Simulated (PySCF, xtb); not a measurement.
(Z)-1-chlorobut-1-ene (C4H7Cl), SMILES CC/C=C\Cl. Atoms are numbered in the order given.

```xyz
12

C     -2.2854     1.0682    -0.3797
C     -1.2602    -0.0111    -0.7585
C     -0.6913    -0.7176     0.4354
C      0.5922    -0.7355     0.8377
Cl     1.8925     0.0704    -0.0012
H     -2.7126     1.5466    -1.2838
H     -1.8173     1.8608     0.2382
H     -3.1274     0.6426     0.2049
H     -1.7505    -0.7628    -1.4174
H     -0.4329     0.4339    -1.3478
H     -1.3977    -1.2713     1.0803
H      0.9330    -1.2696     1.7370
```
Charge 0, spin multiplicity 1.

Geometry optimised at PBE-D3(BJ)/def2-SVP. Other conformers were not sampled.

Calculation: C-PCM-M06-2X/def2-SVP in PySCF.

The values are the electrostatic part of the solvation free energy, E(continuum) − E(gas) at the gas-phase geometry, in a cavity of scaled van der Waals radii (PySCF's table); cavitation and dispersion terms are not included. In vacuum the orbital gap is 9.29 eV. The dipole moment in vacuum is 1.54 D.

Computed values in water (ε = 78.36), dimethylsulfoxide (ε = 46.83), 1-octanol (ε = 9.86):
| solvent | ε | ΔG(elec) (kcal/mol) | dipole (D) | gap (eV) |
|---|---|---|---|---|
| water | 78.36 | -2.1 | 2.09 | 9.37 |
| dimethylsulfoxide | 46.83 | -2.1 | 2.08 | 9.37 |
| 1-octanol | 9.86 | -1.9 | 2.02 | 9.36 |

For comparison, GFN2-xTB/ALPB(water) (xtb, at the GFN2-xTB geometry, all terms of that model) gives -1.5 kcal/mol.
